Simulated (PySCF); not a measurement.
# Field gradients at the hydrogen positions

Compound: C₅H₁₅FSi₃.
Structure used (GFN2-xTB), in Å, numbered top down from 1:
```xyz
24
C5H15FSi3 angstrom
C     -2.848    0.084   -0.791
C     -2.212   -0.073    0.583
C     -0.678   -0.023    0.575
C     -0.167    1.359    0.139
Si     1.650    1.706    0.625
Si     2.950    0.033   -0.303
C      1.932   -1.580   -0.033
F      2.032   -1.912    1.331
Si     0.064   -1.456   -0.446
H     -2.544   -0.725   -1.450
H     -2.561    1.028   -1.247
H     -3.933    0.068   -0.704
H     -2.589    0.720    1.238
H     -2.531   -1.026    1.012
H     -0.370   -0.171    1.619
H     -0.805    2.124    0.591
H     -0.280    1.471   -0.941
H      1.981    3.052    0.131
H      1.710    1.784    2.093
H      4.277   -0.190    0.283
H      3.140    0.113   -1.760
H      2.379   -2.428   -0.558
H     -0.020   -1.218   -1.894
H     -0.589   -2.720   -0.087
```

Level: PBE0/pcSseg-1 (PySCF, non-relativistic); Q(2H) = 0.00286 b; rigid geometry, the same for H and D, with no vibrational averaging.

**Question.** Rank these positions by the coupling χzz of a deuteron there, largest first.
A. H15 (methine hydrogen)
B. H11 (methyl hydrogen)
C. H24 (Si–H hydrogen)
D. H16 (methylene hydrogen)

**Answer.** B (213 kHz), D (206 kHz), A (197 kHz), C (108 kHz).

**Question.** Tabulate Vzz, the asymmetry η and χzz = 234.96 MHz × Q × Vzz for every hydrogen position.

**Answer.** 
| atom | bonded to | bond length (Å) | Vzz (au) | η | χzz (kHz) |
| --- | --- | --- | --- | --- | --- |
| H10 | C1 | 1.087 | 0.3158 | 0.03 | 212 |
| H11 | C1 | 1.087 | 0.3163 | 0.01 | 213 |
| H12 | C1 | 1.088 | 0.3154 | 0.01 | 212 |
| H13 | C2 | 1.095 | 0.2991 | 0.02 | 201 |
| H14 | C2 | 1.093 | 0.3016 | 0.02 | 203 |
| H15 | C3 | 1.098 | 0.2933 | 0.04 | 197 |
| H16 | C4 | 1.094 | 0.3062 | 0.03 | 206 |
| H17 | C4 | 1.092 | 0.3089 | 0.03 | 208 |
| H18 | Si5 | 1.472 | 0.1594 | 0.01 | 107 |
| H19 | Si5 | 1.471 | 0.1593 | 0.02 | 107 |
| H20 | Si6 | 1.467 | 0.1615 | 0.01 | 109 |
| H21 | Si6 | 1.472 | 0.1590 | 0.02 | 107 |
| H22 | C7 | 1.093 | 0.3034 | 0.11 | 204 |
| H23 | Si9 | 1.470 | 0.1590 | 0.01 | 107 |
| H24 | Si9 | 1.467 | 0.1607 | 0.01 | 108 |

**Question.** Average by the element that carries the hydrogen.

**Answer.** on C: 206 kHz over 9 positions, mean bond length 1.092 Å; on Si: 107 kHz over 6 positions, mean bond length 1.470 Å.

**Question.** How does χzz go with the bond length over the 9 C–H bonds?

**Answer.** A straight-line fit has a slope of -13.4 kHz for each 0.01 Å, with a correlation coefficient of -0.96, over lengths from 1.087 to 1.098 Å. The longer bonds have the smaller couplings here.

**Question.** Give the 2H NMR doublet splittings at H22 for a magnetic field along the z, y and x axes of the gradient: 3χ/2, 3χ(1 + η)/4, 3χ(1 − η)/4.

**Answer.** With |χ| = 203.9 kHz and η = 0.107: 306, 169 and 137 kHz, to first order and without motion.

One conformer (not necessarily the lowest) at the GFN2-xTB geometry, without solvent, vibrations or thermal averaging. GFN2-xTB bond lengths can be off by several hundredths of an ångström, more for odd bonds, and the gradients follow them. With so small a basis the couplings can be 20 % off.

These values come from a run that also computed NMR shieldings. Time: 2.0 min of wall time; peak memory 1.1 GiB. Hardware: an Arm Neoverse N1 with one thread, no GPU (shared host).
